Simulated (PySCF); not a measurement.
r2SCAN on Co (cobalt, neutral), [Ar] 3d9, 2D determinant (an excited configuration). Calculation: PySCF 2.14, in ANO-RCC-VTZP; scalar relativity by spin-free X2C-1e.

```
cycle= 1 E= -1392.77301455911  delta_E= 0.247  |g|= 0.989  |ddm|= 0.931
cycle= 2 E= -1391.58405920458  delta_E= 1.19  |g|= 2.63  |ddm|= 1.61
cycle= 3 E= -1392.97179032984  delta_E= -1.39  |g|= 0.513  |ddm|= 0.816
cycle= 4 E= -1393.03682796689  delta_E= -0.065  |g|= 0.0524  |ddm|= 0.673
cycle= 5 E= -1393.0369802595  delta_E= -0.000152  |g|= 0.0355  |ddm|= 0.195
cycle= 6 E= -1393.03729680703  delta_E= -0.000317  |g|= 0.00228  |ddm|= 0.0479
cycle= 7 E= -1393.03729296753  delta_E= 3.84e-06  |g|= 0.001  |ddm|= 0.0358
cycle= 8 E= -1393.03729270707  delta_E= 2.6e-07  |g|= 0.000454  |ddm|= 0.0102
cycle= 9 E= -1393.03729275398  delta_E= -4.69e-08  |g|= 2.24e-05  |ddm|= 0.00141
cycle= 10 E= -1393.03729275369  delta_E= 2.96e-10  |g|= 1.38e-05  |ddm|= 0.000383
converged SCF energy = -1393.03729275369  <S^2> = 0.76595823  2S+1 = 2.0158951
```

Highest occupied orbital energy: 0.724 eV; ⟨L²⟩ = 6.10; populations by l: s 6.00, p 12.00, d 9.00, f 0.00.

(1) Can this result be used?

## Answers

(1) Not for this state. The run converged. At r2SCAN the highest occupied level has a positive energy, so only the finite basis holds that electron; for this excited configuration the basis is too tight for the outer shell.
